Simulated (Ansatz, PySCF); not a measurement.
Gas-phase reaction in SMILES: [SiH3]c1cnccn1 + 5 C (CH4) + 2 N (NH3) -> C=C (C2H4) + 2 C=N (CH3N) + CC (C2H6) [ethane] + 2 CN (CH5N) [methanamine] + C[SiH3]
Geometries: B3LYP-D3(BJ)/def2-TZVP minima from Ansatz (a first-principles code). Frequencies are from Ansatz or PySCF. Unstable Hartree-Fock reference: [SiH3]c1cnccn1.

Property: bond separation energy (enthalpy at 298 K, with B3LYP-D3(BJ) rigid-rotor harmonic-oscillator terms), in kcal/mol. Cores are frozen in the correlated levels unless marked. No spin-orbit coupling. No relativistic terms. Basis-set limits of correlation are two-point, X^-3; Hartree-Fock from the larger set. [CCSD(T)-MP2]/basis is that difference in the basis named.

```csv
level,program,bond separation energy (kcal/mol)
HF/STO-3G,Ansatz,76.0
HF/cc-pV(T+d)Z,Ansatz,59.9
```

### Question
What does RI-MP2/CBS(cc-pV(T+d)Z,cc-pV(Q+d)Z)+[CCSD(T)-MP2]/cc-pV(T+d)Z (Ansatz) give?

### Answer
67.9 kcal/mol
